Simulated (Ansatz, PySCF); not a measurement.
Gas-phase reaction 2 R1 → P1, each structure at its B3LYP-D3(BJ)/def2-SVP stationary point, reached from a drawn start (curvature not checked).
R1, AlI3 (SMILES [I][Al]([I])[I]) (charge 0, multiplicity 1):
```csv
atom,x (Å),y (Å),z (Å)
Al,0.0000,0.0000,0.0000
I,2.4663,-0.0100,-0.0093
I,-1.2246,2.1410,-0.0017
I,-1.2417,-2.1310,0.0112
```
P1: Al2I6 (SMILES [I][Al-]1([I])[I+][Al-]([I])([I])[I+]1), charge 0, multiplicity 1.

P less R. No zero-point or thermal terms; no spin–orbit coupling.

Frozen-core correlation throughout. In cc and def2 sets filled d and f shells under p-block atoms count as core.

The values were computed with Ansatz (a quantum-chemistry and plane-wave program); PySCF for the D3/D4 terms. All values are computed, each at the level named. Elements past Kr take the def2 small-core potentials, without spin–orbit coupling.

### Question
One of these levels gives -6.99 kcal/mol for the reaction energy. Which?
(A) HF/def2-SVP
(B) CCSD/def2-SVP
(C) PBE-D3(BJ)/def2-TZVPP
(D) PBE/def2-TZVPP

### Answer
A, HF/def2-SVP. The others give -20.49 (PBE/def2-TZVPP), -27.09 (PBE-D3(BJ)/def2-TZVPP), -16.83 (CCSD/def2-SVP)
